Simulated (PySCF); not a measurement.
Rh (rhodium, neutral): BLYP calculation

Configuration: [Kr] 4d7 5s2, high-spin 4F determinant (an excited configuration). Computed with PySCF 2.14 in aug-cc-pwCVTZ-DK, with scalar relativity by spin-free X2C-1e.

- Total energy: -4783.60 hartree
- One-electron energy: -6588.53 hartree
- Hartree (Coulomb) energy: 1944.94 hartree
- Exchange-correlation energy: -140.01 hartree
- ⟨S²⟩: 3.7546
- ⟨L²⟩: 12.012
- Sum of ⟨r⟩: 33.15 bohr
- Sum of ⟨r²⟩: 55.60 bohr²
- Langevin diamagnetic susceptibility: -44.0 ×10⁻⁶ cm³/mol
- Time after the integrals: roughly 7 core-seconds

```csv
shell,electrons,mean orbital energy (eV),spread (eV),"rms radius, mean of both spins (bohr)"
1s α,1,-23007.9,0,0.0375
1s β,1,-23007.9,0,0.0375
2s α,1,-3339.9,0,0.154
2s β,1,-3339.4,0,0.154
2p α,3,-2995.4,0,0.137
2p β,3,-2995.1,0,0.137
3s α,1,-599.56,0,0.418
3s β,1,-599.31,0,0.418
3p α,3,-486.16,0,0.421
3p β,3,-485.87,0,0.421
3d α,5,-304.19,0.271,0.405
3d β,5,-303.76,0.067,0.405
4s α,1,-86.655,0,1.04
4s β,1,-84.533,0,1.04
4p α,3,-54.535,0,1.15
4p β,3,-52.331,0,1.15
4d α,5,-9.316,0.791,1.67
4d β,2,-7.792,0,1.67
5s α,1,-5.494,0,3.37
5s β,1,-4.938,0,3.37
```

Densities and radii are taken from the X2C orbitals without a picture-change correction, which distorts them close to the nucleus.
